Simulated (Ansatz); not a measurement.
CH$_{7}$Si$_{2}$ (SMILES [SiH2]C[SiH3]), doublet, at a GFN2-xTB geometry; CCSD(T)/STO-3G (Ansatz, a quantum-chemistry and plane-wave program).

Here is a job for Ansatz.
Ansatz 0.2 input:
```yaml
crystal:
  periodic: [false, false, false]
  atoms:
    - {symbol: Si, position_ang: [1.59988694, 0.34736675, 0.04848937]}
    - {symbol: C, position_ang: [0.09882935, -0.73051698, -0.37843236]}
    - {symbol: Si, position_ang: [-1.55306880, 0.00925851, 0.19494587]}
    - {symbol: H, position_ang: [2.87402570, -0.30575813, -0.24574037]}
    - {symbol: H, position_ang: [1.52258239, 1.68412327, -0.53094802]}
    - {symbol: H, position_ang: [0.06994554, -0.88620874, -1.45955576]}
    - {symbol: H, position_ang: [0.22570188, -1.71786266, 0.06658803]}
    - {symbol: H, position_ang: [-2.66919782, -0.85524983, -0.20323662]}
    - {symbol: H, position_ang: [-1.73717387, 1.32711411, -0.41750382]}
    - {symbol: H, position_ang: [-1.53431394, 0.14419024, 1.65289750]}
basis:
  gaussian:
    orbitals: STO-3G
magnetization: {spin_polarized: true, initial_magnetization: 1}
correlation: {method: ccsd_t}
```

What the program printed (banner, timings and long lists left out):

```
Functional definition: HF
355 factors; integrals over basis functions are off by at most 3.3e-5 eV
mean field evaluation 1: about -16670.2014 eV, gradient 7.7e0 eV
mean field evaluation 2: about -16670.2677 eV, gradient 7.6e0 eV
mean field evaluation 4: about -16670.9453 eV, gradient 6.1e-1 eV
mean field evaluation 8: about -16670.9554 eV, gradient 6.2e-3 eV
mean field evaluation 16: about -16670.8927 eV, gradient 3.4e-1 eV
mean field -16670.95536135 eV, -612.6463095502 hartree, gradient 2.9e-6 eV, S^2 0.752771; 0 other end points of the search recorded, 0 dependent functions left out
11 core orbitals not correlated
reference -16670.95536135 eV, -612.6463095502 hartree; 10, 9 occupied and 9, 10 virtual orbitals, 355 factors
second order -3.43434723 eV of doubles, -0.00000000 eV of singles
cycle   1  -4.27762581 eV  change   -8.4e-1 eV  update   7.2e-2
cycle   2  -4.71629804 eV  change   -4.4e-1 eV  update   2.8e-2
cycle   3  -4.73148437 eV  change   -1.5e-2 eV  update   4.7e-3
cycle   4  -4.73482711 eV  change   -3.3e-3 eV  update   1.9e-3
cycle   5  -4.73533088 eV  change   -5.0e-4 eV  update   7.0e-4
cycle   6  -4.73517022 eV  change    1.6e-4 eV  update   2.8e-4
cycle   7  -4.73519842 eV  change   -2.8e-5 eV  update   7.7e-5
cycle   8  -4.73521094 eV  change   -1.3e-5 eV  update   2.2e-5
perturbative correction -0.03655928 eV, -0.0013435289 hartree
Total energy: -16675.72713157 eV, -612.8216688714 hartree
```
